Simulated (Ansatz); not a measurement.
Cost and result for the atomization energy of CH$_{2}$ClF$_{3}$GeO (`FC(F)(F)[O][GeH2][Cl]`) (9 atoms, 8 bonds).

Z-matrix (Å, degrees):
```
C
F 1 1.329
F 1 1.335 2 107.7
F 1 1.348 2 107.5 3 -114.7
O 1 1.328 2 110.0 3 122.6
Ge 5 1.801 1 124.5 2 150.3
Cl 6 2.131 5 108.4 1 60.3
H 6 1.523 5 101.9 1 176.3
H 6 1.526 5 109.2 1 -58.3
```

Total charge 0; spin multiplicity 1. Correlated methods include outer-core shells of Ge, which these sets cover unevenly. Scalar relativity is left out up to krypton. Geometry: relaxed with PBE0-D4/def2-TZVP. It is one conformer, not always the lowest. Program: Ansatz. All runs use 2 threads of an AMD EPYC 7R13 on a shared host and a share of an NVIDIA H100 80 GB. Times are those of one run each, without the atoms' runs, and a repeat can differ threefold. Electronic energies, without spin–orbit coupling; frozen cores. CCSD(T)/CBS adds CCSD(T) − MP2 in def2-TZVPP to the MP2 limit, and its time is that of the two runs behind it. T1 = 0.011. With those shells the extrapolation isn't a true limit. B3LYP takes the VWN-RPA correlation (the form of Gaussian; ORCA's B3LYP/G).

CCSD(T)/CBS is a level of theory with its own doubt, some kJ/mol a heavy atom from the limit and from the frozen cores, so smaller differences don't rank the functionals.

| level | functions | wall time |
| --- | --- | --- |
| PBE0-D4/def2-TZVPP | 273 | 1.9 s |
| PBE-D4/def2-TZVPP (with forces) | 273 | 1.9 s |
| B3LYP-D4/def2-TZVPP (with forces) | 273 | 1.9 s |
| ωB97X-V/def2-TZVPP | 273 | 2.2 s |
| B2PLYP/def2-TZVPP | 273 | 2.2 s |
| r2SCAN-D4/def2-TZVPP (with forces) | 273 | 2.3 s |
| ωB97M-V/def2-TZVPP (with forces) | 273 | 3.2 s |
| MP2/def2-QZVPP | 504 | 3.9 s |
| CCSD(T)/def2-TZVPP | 273 | 4.8 s |
| CCSD(T)/CBS(def2) | – | 8.7 s |

Task: What atomization energy does each give, and how far from CCSD(T)/CBS? (Best estimate.)

Result: Ansatz gave: 
```json
{"level": "PBE0-D4/def2-TZVPP", "atomization (kJ/mol)": "3225.7", "difference from CCSD(T)/CBS": "-9.1", "per bond": "-1.1"}
{"level": "PBE-D4/def2-TZVPP (with forces)", "atomization (kJ/mol)": "3342.9", "difference from CCSD(T)/CBS": "108.1", "per bond": "13.5"}
{"level": "B3LYP-D4/def2-TZVPP (with forces)", "atomization (kJ/mol)": "3182.4", "difference from CCSD(T)/CBS": "-52.4", "per bond": "-6.5"}
{"level": "ωB97X-V/def2-TZVPP", "atomization (kJ/mol)": "3256.4", "difference from CCSD(T)/CBS": "21.6", "per bond": "2.7"}
{"level": "B2PLYP/def2-TZVPP", "atomization (kJ/mol)": "3173.8", "difference from CCSD(T)/CBS": "-61.0", "per bond": "-7.6"}
{"level": "r2SCAN-D4/def2-TZVPP (with forces)", "atomization (kJ/mol)": "3260.9", "difference from CCSD(T)/CBS": "26.1", "per bond": "3.3"}
{"level": "ωB97M-V/def2-TZVPP (with forces)", "atomization (kJ/mol)": "3237.9", "difference from CCSD(T)/CBS": "3.1", "per bond": "0.4"}
{"level": "MP2/def2-QZVPP", "atomization (kJ/mol)": "3339.2", "difference from CCSD(T)/CBS": "104.4", "per bond": "13.1"}
{"level": "CCSD(T)/def2-TZVPP", "atomization (kJ/mol)": "3145.9", "difference from CCSD(T)/CBS": "-88.9", "per bond": "-11.1"}
{"level": "CCSD(T)/CBS(def2)", "atomization (kJ/mol)": "3234.8", "difference from CCSD(T)/CBS": "0.0", "per bond": "0.0"}
```

In def2-TZVPP, CCSD(T) changes the Hartree–Fock value by +973.7 kJ/mol (the triples alone add +74.0 kJ/mol) and MP2 by +1114.7 kJ/mol; breaking electron pairs costs correlation energy, which Hartree–Fock lacks. From PBE to PBE0 (25 % exact exchange), in def2-TZVPP and without D4, the atomization energy moves by −113.9 kJ/mol: exact exchange takes away binding that semilocal exchange gives to molecules. The D4 term adds +35.7 kJ/mol with B3LYP and +18.8 kJ/mol with PBE0; it sums over pairs of atoms, weighted by their polarisabilities, and B3LYP, whose exchange is more repulsive, gets the larger term.
